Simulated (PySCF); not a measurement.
Molfile (atoms numbered from 1):
```
C7H16BOP
     RDKit          3D

 26 26  0  0  0  0  0  0  0  0999 V2000
   -0.8957    2.8086   -0.9276 B   0  0  0  0  0  0  0  0  0  0  0  0
   -0.6557    1.2988    0.2213 P   0  0  1  0  0  0  0  0  0  0  0  0
   -2.0194    0.0809    0.0338 C   0  0  0  0  0  0  0  0  0  0  0  0
   -1.8365   -1.0136    0.8721 O   0  0  0  0  0  0  0  0  0  0  0  0
   -2.8657   -1.9561    0.7872 C   0  0  0  0  0  0  0  0  0  0  0  0
    0.8639    0.3601    0.0300 C   0  0  0  0  0  0  0  0  0  0  0  0
    1.7134    0.5655   -0.9895 C   0  0  0  0  0  0  0  0  0  0  0  0
    2.8669   -0.3926   -0.9443 C   0  0  0  0  0  0  0  0  0  0  0  0
    2.7805   -0.9822    0.4746 C   0  0  0  0  0  0  0  0  0  0  0  0
    1.3226   -0.7717    0.9184 C   0  0  0  0  0  0  0  0  0  0  0  0
    0.0171    3.5808   -0.6815 H   0  0  0  0  0  0  0  0  0  0  0  0
   -0.8422    2.3165   -2.0494 H   0  0  0  0  0  0  0  0  0  0  0  0
   -2.0047    3.2386   -0.6423 H   0  0  0  0  0  0  0  0  0  0  0  0
   -0.7081    1.5356    1.6199 H   0  0  0  0  0  0  0  0  0  0  0  0
   -2.9636    0.6240    0.2457 H   0  0  0  0  0  0  0  0  0  0  0  0
   -2.0421   -0.2021   -1.0389 H   0  0  0  0  0  0  0  0  0  0  0  0
   -2.6332   -2.7691    1.4884 H   0  0  0  0  0  0  0  0  0  0  0  0
   -2.9529   -2.3797   -0.2323 H   0  0  0  0  0  0  0  0  0  0  0  0
   -3.8450   -1.5192    1.0624 H   0  0  0  0  0  0  0  0  0  0  0  0
    1.5662    1.3126   -1.7738 H   0  0  0  0  0  0  0  0  0  0  0  0
    3.8334    0.0929   -1.1562 H   0  0  0  0  0  0  0  0  0  0  0  0
    2.7361   -1.1639   -1.7269 H   0  0  0  0  0  0  0  0  0  0  0  0
    3.0951   -2.0348    0.5234 H   0  0  0  0  0  0  0  0  0  0  0  0
    3.4484   -0.4136    1.1407 H   0  0  0  0  0  0  0  0  0  0  0  0
    1.2274   -0.5366    1.9906 H   0  0  0  0  0  0  0  0  0  0  0  0
    0.6868   -1.6567    0.7458 H   0  0  0  0  0  0  0  0  0  0  0  0
  1  2  1  0
  2  3  1  0
  3  4  1  0
  4  5  1  0
  2  6  1  0
  6  7  2  0
  7  8  1  0
  8  9  1  0
  9 10  1  0
 10  6  1  0
  1 11  1  0
  1 12  1  0
  1 13  1  0
  2 14  1  1
  3 15  1  0
  3 16  1  0
  5 17  1  0
  5 18  1  0
  5 19  1  0
  7 20  1  0
  8 21  1  0
  8 22  1  0
  9 23  1  0
  9 24  1  0
 10 25  1  0
 10 26  1  0
M  CHG  2   1  -1   2   1
M  END
```

Geometry: PBE0-D3(BJ)/def2-SVP; GIAO shifts from PySCF, gas phase, non-relativistic, averaged over equivalent atoms.

At KT2/pcSseg-1 (257 basis functions, 84 s wall time on 1 thread of an Arm Neoverse V2, shared host):
| atoms | δ (ppm) |
| --- | --- |
| B1 | -51.9 |
| P2 | -38.3 |
| C7 | 147.4 |
| C6 | 130.6 |
| C3 | 75.6 |
| C5 | 62.1 |
| C10 | 42.5 |
| C8 | 38.2 |
| C9 | 28.0 |
| O4 | 29.0 |
| H20 | 6.86 |
| H14 | 5.21 |
| H15 | 3.72 |
| H16 | 3.45 |
| H17/H18/H19 | 3.36 |
| H26 | 2.86 |
| H21 | 2.58 |
| H22 | 2.50 |
| H25 | 2.35 |
| H23 | 1.97 |
| H24 | 1.74 |
| H11/H12/H13 | 0.94 |

References, each an isolated molecule treated in the same way: ¹¹B (99.90 ppm) against BF3·OEt2; H3PO4 for ³¹P (325.43 ppm); ¹³C (183.22 ppm), ¹H (31.18 ppm) against TMS; H2O for ¹⁷O (330.66 ppm).

Problem. Estimate the result of repeating the calculation with PBE0/pcSseg-1.

Solution. 
```
      atoms  δ at PBE0/pcSseg-1  change
         B1               -51.4    +0.5
         P2               -36.8    +1.5
         C7               160.4   +13.0
         C6               139.1    +8.5
         C3                73.1    -2.5
         C5                61.1    -1.0
        C10                41.1    -1.4
         C8                37.6    -0.6
         C9                27.3    -0.7
         O4                16.2   -12.8
        H20                7.04   +0.18
        H14                5.07   -0.14
        H15                3.54   -0.18
        H16                3.33   -0.12
H17/H18/H19                3.28   -0.08
        H26                2.84   -0.02
        H21                2.49   -0.09
        H22                2.43   -0.07
        H25                2.27   -0.08
        H23                1.90   -0.07
        H24                1.78   +0.04
H11/H12/H13                0.87   -0.07
```

Chemical shifts δ = σref − σ; BF3·OEt2 for ¹¹B (σref 100.73); ³¹P (σref 310.13) vs H3PO4; ¹³C (σref 184.41) and ¹H (σref 31.27) vs TMS; H2O for ¹⁷O (σref 334.56), all at this level.

The largest change is at C7 (alkene CH). Cost: 257 basis functions, 71 s wall time on 1 thread of an Arm Neoverse V2, shared host. The order of the carbon signals is the same at both levels.

Experimental scales use liquid or dissolved standards, which lie at an offset from isolated H2O (liquid H2O: subtract about 36 ppm) and H3PO4.
